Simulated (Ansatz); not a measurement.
## A family of molecules: the vertical ionisation energy

Gas-phase molecules, one atom swapped for its congeners: H2O (water) `O`; H2S (hydrogen sulfide) `S`; H2Se (hydrogen selenide) `[SeH2]`; H2Te (hydrogen telluride) `[TeH2]`. All are singlets with charge 0.

Shapes, held fixed at every level: PBE0-D4/def2-TZVP. Programs: Ansatz 0.2.0. Values in eV.

```tsv
level	H2O	H2S	H2Te
PBE-D4/def2-TZVPP	12.70	10.37	8.96
B3LYP-D4/def2-TZVPP	12.72	10.42	9.07
PBE0-D4/def2-TZVPP	12.54	10.34	8.98
wB97X-V/def2-TZVPP	12.63	10.41	9.04
CCSD/def2-TZVPP	12.47	10.24	8.89
CCSD(T)/def2-TZVPP	12.55	10.30	8.94
measured	–	10.50	–
```

Task: Estimate the column for H2Se from its neighbours.

Result: The mean of the neighbours at CCSD(T)/def2-TZVPP is 9.62 eV, against 9.75 from the run. All rows: PBE-D4/def2-TZVPP 9.79; B3LYP-D4/def2-TZVPP 9.88; PBE0-D4/def2-TZVPP 9.79; wB97X-V/def2-TZVPP 9.84; CCSD/def2-TZVPP 9.70; CCSD(T)/def2-TZVPP 9.75 eV. At CCSD(T)/def2-TZVPP the vertical ionisation energy falls at every step, from 12.55 to 8.94 eV. Every level shows the same order. Measured values: NIST CCCBDB. For atoms past krypton def2 sets carry core potentials with scalar relativity. Relativity is left out for Se. Outer-core shells of Se, Te are correlated in most correlated rows, in sets that cover them unevenly. The lone pairs of the heavier congeners lie higher, so an electron comes off more easily. Spin-orbit coupling, which grows down the group, is left out.
